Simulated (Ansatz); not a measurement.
## Worked example: CdH2 → CdH+ + H + e⁻

Species: CdH2 `[CdH2]`, singlet; CdH+, singlet; H atom, doublet. 

Shapes, held fixed at every level: PBE0-D4/def2-TZVP. Programs: Ansatz 0.2.0. Electronic energies: no zero-point or thermal term.

At CCSD(T)/def2-TZVPP; 1 Eh = 27.2114 eV:

```
species  energy (Eh)
   CdH2  -168.726327
   CdH+  -167.835470
      H    -0.499810
```

Q: Work out ΔE of the reaction at this level.

A: 
1. Products less reactants: (-167.835470) + (-0.499810) − [(-168.726327)] = 0.391047 Eh = +10.64 eV.

Other levels give +10.39 (CCSD(T)/def2-SVP) to +11.31 eV (SPW92/def2-TZVPP). No measured value is set beside it here. Open shells run unrestricted unless RO is named. For atoms past krypton def2 sets carry core potentials with scalar relativity. Correlated rows may include outer-core shells of Cd, which these sets cover unevenly. The onset seen in experiment also holds zero-point changes and kinetic shifts.
